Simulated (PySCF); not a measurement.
Sn(Br)4, SMILES [Br][Sn]([Br])([Br])[Br] (Br4Sn), PBE0/def2-SVP optimised geometry.

```
5

Br    -1.64    -2.33    -2.01
Sn    -0.82    -1.16     0.00
Br     1.64    -1.16     0.00
Br    -1.65    -2.33     2.01
Br    -1.64     1.16     0.00
```

Density from PBE0/def2-TZVP, def2 effective core potentials past Kr (PySCF) at that geometry. The core electrons that the potentials of Sn replace are not part of the density.

Minimum of the electron density along straight lines between bonded atoms, close to the bond critical point (lines longer than 1.1 times the sum of covalent radii, or with two minima, are not listed):

```
bond     length / Å  ρ at the minimum / e bohr⁻³  ∇²ρ there / e bohr⁻⁵  position (fraction from the first atom)
-------  ----------  ---------------------------  --------------------  ---------------------------------------
Br1–Sn2       2.467                        0.081                  0.10                                     0.53
Sn2–Br3       2.467                        0.081                  0.10                                     0.47
Sn2–Br4       2.467                        0.081                  0.10                                     0.47
Sn2–Br5       2.467                        0.081                  0.10                                     0.47
```
